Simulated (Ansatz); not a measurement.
Compare A (`F[SiH2]C(Cl)Br`) with its isomer B (`FC([SiH3])(Cl)Br`).

Gas-phase electronic energies from Ansatz, PBE0-D4/def2-TZVP geometries. CBS: MP2 limit from def2 TZ/QZ plus the TZ coupled-cluster correction, frozen cores. Functionals use def2-TZVPP. B3LYP here is the variant with VWN-RPA as its local correlation; programs differ in this. For Br outer-core shells are correlated without core-valence functions, which leaves a few kJ/mol of doubt a bond. Scalar relativity is left out up to krypton. One conformer a species, not always the lowest.

A:

```xyz
8

F     0.7687    0.6998    1.8845
Si   -0.2003    0.7097    0.6160
C     0.3462   -0.6375   -0.5796
Cl    0.2907   -2.2345    0.1617
Br   -0.8973   -0.4648   -2.0719
H    -1.5774    0.4097    1.0537
H    -0.0674    2.0197   -0.0572
H     1.3367   -0.5021   -1.0074
```

B:

Z-matrix (Å, degrees):
```
C
Si 1 1.916
Cl 1 1.769 2 110.2
F 1 1.351 2 112.1 3 -120.6
Br 1 1.955 2 108.6 3 120.5
H 2 1.482 1 107.3 3 59.9
H 2 1.481 1 107.6 3 179.7
H 2 1.478 1 107.1 3 -60.0
```

Which is lower in electronic energy at CCSD(T)/CBS, and by how much? (Best estimate.)

The calculation gave: A, by 228.1 kJ/mol.

Give E(B) − E(A) in kJ/mol with B2PLYP, PBE-D4, CCSD/def2-TZVPP, PBE0-D4, HF/def2-TZVPP, CCSD(T)/def2-TZVPP, B3LYP-D4. (An estimate is asked.)

The calculation gave: B2PLYP 224.0, PBE-D4 200.4, CCSD/def2-TZVPP 228.8, PBE0-D4 212.8, HF/def2-TZVPP 237.5, CCSD(T)/def2-TZVPP 224.4, B3LYP-D4 215.8. None reverses the order clearly.

Largest T1 diagnostic: 0.011.

In def2-TZVPP, CCSD(T) changes the Hartree–Fock value by −13.1 kJ/mol (the triples alone add −4.3 kJ/mol) and MP2 by −3.3 kJ/mol. From PBE to PBE0 (25 % exact exchange), in def2-TZVPP and without D4, E(B) − E(A) moves by +12.2 kJ/mol.
